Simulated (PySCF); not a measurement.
InCl, SMILES [Cl][In] (connectivity only; charge and spin as stated), neutral, multiplicity 1.

Coordinates come from a PBE0-D3(BJ)/def2-TZVP optimisation. The def2 effective core potentials stand for the cores of In; spin–orbit coupling is left out.

Calculation: PySCF with PBE0-D3(BJ)/def2-TZVP.

Frequencies are harmonic and unscaled.

Give all harmonic wavenumbers and intensities. (The exact figures need the calculation; the answer reports its results.)


```tsv
mode	ν (cm⁻¹)	IR (km/mol)	moving atoms (share of kinetic energy)
1	312	80.7	Cl 76 %, In 24 %
```
